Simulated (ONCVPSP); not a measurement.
## Hg (Z = 80), ONCV: configuration errors across variants

| Quantity | Value |
| --- | --- |
| Element | mercury |
| Generator | ONCVPSP 4.0.1 |
| Type | optimised norm-conserving Vanderbilt (ONCV) |
| Functional | PW91 |
| Relativity | scalar-relativistic |
| Frozen core | [Kr] 4d10 4f14 |
| Valence charge | 20 |
| Reference configuration | 5s2 5p6 5d10 6s1 6p1 |
| Partial waves | 5s+6s: rc 1.70 bohr, ncon 3, nbas 6, qcut 7.5 1/bohr, 2 projectors; 5p+6p: rc 2.00 bohr, ncon 5, nbas 8, qcut 6.8 1/bohr, 2 projectors; 5d: rc 1.70 bohr, ncon 4, nbas 8, qcut 8.2 1/bohr, local |
| Local potential | the d channel |
| Core correction | Teter function fitted to the true core (icmod 2), fcfact 0.7 |

All-electron excitation energies from the reference (eV): (1) 5s2 5p6 5d10 6s2 6p0 -6.075; (2) 5s2 5p6 5d10 6s1 6p0 4.696; (3) 5s2 5p6 5d10 6s0 6p0 23.768; (4) 5s2 5p6 5d10 6s1.5 6p0 -1.679.

2 further variants failed, have other tests or too few solved ones, and are left out.

Errors AE − PS in meV (a dash: test not solved or not reliable):

```json
{"change": "base", "(1)": "-0.2", "(2)": "-2.1", "(3)": "-14", "(4)": "-0.3", "bound ghosts": "none", "GHOST(+) flags above zero": "none"}
{"change": "p: rc 1.8", "(1)": "-0.1", "(2)": "-1.9", "(3)": "-13", "(4)": "-0.2", "bound ghosts": "none", "GHOST(+) flags above zero": "none"}
{"change": "p: rc 2.24", "(1)": "0.0", "(2)": "-1.9", "(3)": "-14", "(4)": "-0.1", "bound ghosts": "none", "GHOST(+) flags above zero": "none"}
{"change": "p: rc 2.64", "(1)": "-0.5", "(2)": "-2.1", "(3)": "-14", "(4)": "-0.4", "bound ghosts": "none", "GHOST(+) flags above zero": "none"}
{"change": "p: rc 2.96", "(1)": "-0.8", "(2)": "-2.0", "(3)": "-16", "(4)": "-0.4", "bound ghosts": "none", "GHOST(+) flags above zero": "none"}
```

Give the same row for: p: rc 2.48.

-0.4, -2.1, -14, -0.4; bound ghosts: none; GHOST(+) flags above zero: none.
